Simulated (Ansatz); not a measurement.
`C[O][Sn]([OH])([F])[F]` → `[OH][SnH]([F])[F]` + `C=O` at 400 K and 1 bar (β-hydride elimination).

Program: Ansatz. Geometries: PBE0-D4/def2-TZVP. ΔE: electronic, gas phase. CCSD(T)/CBS is the MP2 limit (def2-TZVPP, def2-QZVPP) plus CCSD(T) − MP2 in def2-TZVPP, frozen cores. This one scheme is used for every species. def2 core potentials past Kr. For Sn outer-core shells are correlated without core-valence functions, which leaves a few kJ/mol of doubt a bond. Each species was taken in one conformer, which may not be the lowest.

| species | CCSD(T)/CBS energy (Eh) | H − E (kJ/mol) | S (J/(mol·K)) |
| --- | --- | --- | --- |
| `C[O][Sn]([OH])([F])[F]` | -604.50811 | 195.3 | 453.1 |
| `[OH][SnH]([F])[F]` | -490.06891 | 90.9 | 360.9 |
| `C=O` | -114.39408 | 83.9 | 229.4 |

H − E and S are ideal-gas, rigid-rotor, harmonic terms from PBE0-D4/def2-TZVP, for one conformer and one mirror image of each species. 1 Eh = 2625.50 kJ/mol, R = 8.31446 J/(mol·K).

Task: By hand: ΔE, ΔH, ΔS and ΔG.

Result: ΔE = (-490.06891) + (-114.39408) − (-604.50811) = 0.04512 Eh = 118.5 kJ/mol. Δ(H − E) = 90.9 + 83.9 − 195.3 = -20.5, so ΔH = 98.0 kJ/mol. ΔS = 360.9 + 229.4 − 453.1 = 137.2 J/(mol·K). ΔG = 98.0 − 400 × (137.2)/1000 = 43.1 kJ/mol.

Task: By hand: the equilibrium constant, and the temperature at which ΔG would vanish if ΔH and ΔS stayed fixed.

Result: log₁₀ K = −ΔG/(RT ln 10) = -5.6. ΔG = 0 at ΔH/ΔS = 714 K.

The number of gas molecules changes by +1, which sets the sign of ΔS. A doubt of 5 kJ/mol in ΔE shifts log₁₀ K by 0.7 here. Other conformers and mirror images would add mixing entropy, several J/(mol·K) or more a flexible species. Modes under 60 cm⁻¹, often nearly free rotors, make the harmonic entropy too high. These are equilibria of isolated gas molecules and say nothing of rates. Largest T1 diagnostic: 0.015 (customary marks: 0.02 for closed shells, 0.045 for open ones).
